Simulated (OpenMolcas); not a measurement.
Re4+: effect of the metal basis

Re4+ with its 6 nearest fluoride ions at 1.892 Å, on the Ge site of Cs2GeF6 (a = 9.021 Å, distance in the model lattice 1.804 Å). The rest of the host is ab initio model potentials to 7.6 Å and point charges beyond; the distance is set by hand and nothing relaxes.

* Program: OpenMolcas 26.06
* Method: CASSCF
* Spin-orbit coupling: state interaction with AMFI integrals over the reference wave functions

Fixed: ligand basis ANO-RCC-VDZP, active space 3 electrons in 5 orbitals (5d), DKH2 Hamiltonian.

States (labels of O, the rotations of Oh). Energies in cm-1 above the lowest state or level, χT in cm3 K/mol.

| Run | Metal basis | Ground state | First state of that spin | First gap with spin-orbit (degeneracies) | χT at 300 K | First state of another spin | Cost |
| --- | --- | --- | --- | --- | --- | --- | --- |
| A | ANO-RCC-VDZP | 4A2 | 4T2 41697 | 13163 (4, 4) | 1.504 | 2E 13837 | roughly 27 core-seconds |
| B | ANO-RCC-VTZP | 4A2 | 4T2 41221 | 13375 (4, 4) | 1.516 | 2E 14084 | roughly 50 core-seconds |

Against A, the first state of the same spin changes by -1.1 % in B.

Costs are those of the RASSCF and RASSI steps.

Without dynamic correlation the repulsion within the d shell is too large (B by tens of per cent), so at a given field states of lower spin stand too high. With metal d orbitals alone the field can be off either way by tens of per cent. Ligand-to-metal charge-transfer states are missing. With no ligand orbital active B as a rule stays too high, so bands that hang on it stand too high and its fall with covalency is understated. The least metal-like active orbital is 74 % on the metal (Löwdin) and no ligand orbital is active, so the numbers are rough (holds for A). The least metal-like active orbital is 75 % on the metal (Löwdin) and no ligand orbital is active, so the numbers are rough (holds for B). No measured value stands beside these numbers; the geometry was set by hand and not optimised.
